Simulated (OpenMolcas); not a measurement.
## Ir3+ in Cs2NaYBr6

Ir3+ with its 6 nearest bromide ions at 2.651 Å, on the Y site of Cs2NaYBr6 (a = 11.3047 Å, distance in the model lattice 2.765 Å). The rest of the host is ab initio model potentials to 7.6 Å, with orthogonalisation functions on the cations behind the ligands, and point charges beyond; the distance is set by hand and nothing relaxes. Ligand basis ANO-RCC-VDZP.
```
Ir    0.0000    0.0000    0.0000
Br    2.6510    0.0000    0.0000
Br    0.0000    2.6510    0.0000
Br   -2.6510    0.0000    0.0000
Br    0.0000   -2.6510    0.0000
Br    0.0000    0.0000    2.6510
Br    0.0000    0.0000   -2.6510
```

| Property | Result |
| --- | --- |
| Program | OpenMolcas 26.06 |
| Method | CASSCF |
| Basis | ANO-RCC-VDZP [7s6p4d2f] |
| Scalar Hamiltonian | DKH2, point nucleus |
| Active space | 6 electrons in 5 orbitals (5d) |
| State averaging | 2S+1 = 5 even, 5 roots; 2S+1 = 3 even, 45 roots; 2S+1 = 1 even, 50 roots |
| Spin-orbit coupling | RASSI with atomic mean-field integrals over the reference wave functions |

The lowest spin-free states (labels of O, the rotations of Oh), above the lowest:

| State | Degeneracy | E (cm-1) |
| --- | --- | --- |
| 1A1 | 1 | 0.0 |
| 3T1 | 3 | 7331 |
| 5T2 | 3 | 8768 |
| 3T2 | 3 | 11178 |
| 1T1 | 3 | 12589 |
| 1T2 | 3 | 19628 |
| 2S+1 = 3 | 3 | 21256 |
| 2S+1 = 3 | 3 | 22157 |
| 5E | 2 | 24599 |
| 2S+1 = 3 | 3 | 25227 |
| 3E | 2 | 25611 |
| 2S+1 = 3 | 3 | 26309 |
| 1T2 | 3 | 28240 |
| 1E | 2 | 28623 |
| 1A1 | 1 | 29662 |
| 2S+1 = 1 | 3 | 33171 |
| 2S+1 = 1 | 3 | 33590 |
| 1A2 | 1 | 33864 |
| 3A2 | 1 | 34753 |
| 3T1 | 3 | 35712 |

The lowest levels with spin-orbit coupling:

```json
{"E (cm-1)": "0.0", "Degeneracy": "1", "2S+1": "1 (64 %)"}
{"E (cm-1)": "5557", "Degeneracy": "2", "2S+1": "3 (67 %)"}
{"E (cm-1)": "6531", "Degeneracy": "3", "2S+1": "3 (57 %)"}
{"E (cm-1)": "6887", "Degeneracy": "3", "2S+1": "3 (65 %)"}
{"E (cm-1)": "9421", "Degeneracy": "3", "2S+1": "5 (77 %)"}
{"E (cm-1)": "11266", "Degeneracy": "1", "2S+1": "5 (58 %)"}
{"E (cm-1)": "11637", "Degeneracy": "3", "2S+1": "5 (56 %)"}
{"E (cm-1)": "13384", "Degeneracy": "2", "2S+1": "3 (60 %)"}
{"E (cm-1)": "13906", "Degeneracy": "3", "2S+1": "5 (48 %)"}
{"E (cm-1)": "15937", "Degeneracy": "2", "2S+1": "3 (71 %)"}
{"E (cm-1)": "16510", "Degeneracy": "3", "2S+1": "5 (63 %)"}
{"E (cm-1)": "17378", "Degeneracy": "3", "2S+1": "3 (81 %)"}
{"E (cm-1)": "17488", "Degeneracy": "1", "2S+1": "3"}
{"E (cm-1)": "18155", "Degeneracy": "3", "2S+1": "3 (52 %)"}
{"E (cm-1)": "18310", "Degeneracy": "3", "2S+1": "3 (54 %)"}
{"E (cm-1)": "19624", "Degeneracy": "1", "2S+1": "3 (56 %)"}
{"E (cm-1)": "21607", "Degeneracy": "3", "2S+1": "1 (50 %)"}
{"E (cm-1)": "21665", "Degeneracy": "2", "2S+1": "3 (75 %)"}
{"E (cm-1)": "23223", "Degeneracy": "1", "2S+1": "3 (59 %)"}
{"E (cm-1)": "24027", "Degeneracy": "3", "2S+1": "3 (69 %)"}
```

Powder χT (cm3 K/mol): 0 at 2 K, 0.0024 at 10 K, 0.012 at 50 K, 0.024 at 100 K, 0.048 at 200 K, 0.0719 at 300 K. The effective moment at 300 K is 2.828 √(χT) = 0.76 μB.

Metal share of the active 5d orbitals (Löwdin): 67, 67, 87, 87, 87 %; Mulliken charge of the metal 0.27.

Spin-orbit coupling mixes the spin-free states strongly: the lowest level takes only 63 % from its leading state, 1A1. Without dynamic correlation the repulsion within the d shell is too large (B by tens of per cent), so at a given field states of lower spin stand too high. This shell can be high or low spin here, a state of another spin lies low, and with metal d orbitals alone active their balance is uncertain, so the ground spin may be wrong, although the usual error favours high spin. The least metal-like active orbital is 67 % on the metal (Löwdin) and no ligand orbital is active, so the numbers are rough, and ground spin, moment and any spin crossover can be artefacts of this space; highly charged d ions in such sites are as a rule low spin. With metal d orbitals alone the field can be off either way by tens of per cent. Ligand-to-metal charge-transfer states are missing. With no ligand orbital active B as a rule stays too high, so bands that hang on it stand too high and its fall with covalency is understated. No measured value stands beside these numbers; the geometry was set by hand and not optimised.

The RASSCF and RASSI steps took 4.3 min on 1 thread of Arm Neoverse V1, on a shared host; the integral step is not counted.

A state without a sure symmetry label is named by its multiplicity alone.
